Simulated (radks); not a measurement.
The numbers below are computed, except where a source is named.
Species: the ytterbium ion Yb24+. Configuration: [Kr] 4d10 (the NIST ground configuration). Code: a radial shooting solver on a logarithmic mesh with Libxc functionals. Model: non-relativistic Kohn-Sham, TPSS, spin-polarised, spherical densities, point nucleus; meta-GGA in the generalised Kohn-Sham scheme; relativity is left out, which matters for an element this heavy.

Radial electron density D(r) = 4 pi r^2 rho(r):

r (bohr)  D(r) (e/bohr)
0.00117           3.577
0.001499          5.609
0.001905          8.564
0.002442          13.05
0.003129          19.46
0.003977          27.94
0.005097          39.25
0.006479          52.36
0.008303          66.85
0.01064           79.84
0.01353           87.91
0.01733           89.31
0.02204           85.09
0.02824           81.31
0.03618           86.99
0.046             103.7
0.05895           121.0
0.07494           121.6
0.09603           106.5
0.1231            100.1
0.1564            109.4
0.2005            102.3
0.2548            66.80
0.3266            44.19
0.4185            50.87
0.532             44.99
0.6817            20.24
0.8667            4.383
1.111            0.3675
1.423           0.01002

D(r) has 4 maxima, at r = 0.0160, 0.0670, 0.169, 0.450 bohr, and minima at 0.0285, 0.117, 0.334 bohr, inside which lie 1.95, 11.54, 29.08 electrons.
